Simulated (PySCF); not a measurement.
Give a GFN2-xTB geometry of `O=COc1cccs1`.

Z-matrix in Å and degrees, rows numbered from 1:
```
O 
C   1  1.1936
O   2  1.3283  1  127.98
C   3  1.3729  2  122.43  1    -0.07
C   4  1.3601  3  131.94  2    -0.16
C   5  1.4144  4  111.59  3  -179.95
C   6  1.3554  5  113.17  4    -0.03
S   7  1.7217  6  112.40  5     0.04
H   2  1.1029  1  124.74  3   179.92
H   5  1.0738  4  123.99  3     0.05
H   6  1.0748  5  123.14  4  -179.98
H   7  1.0713  6  128.54  5   179.98
```

The 3 C–C bonds span 1.355 Å (C6–C7, aromatic) to 1.414 Å (C5–C6, aromatic), a spread of 0.059 Å. The 3 C–O bonds span 1.194 Å (O1=C2, drawn double) to 1.373 Å (O3–C4, drawn single), a spread of 0.179 Å. Of the pairs four or more bonds apart, O1···H10 is among the closest relative to their van der Waals radii: 2.34 Å, 86 % of the sum of Bondi's values. The 8 heavy atoms lie in one plane (0.001 Å rms).

The geometry is computed with GFN2-xTB (gas phase).

Point group: Cs (every atom within 0.08 Å of its image). Stationary, but not proved a minimum. The numbers are those of one conformer (O1–C2–O3–C4 0°, C2–O3–C4–C5 0°).
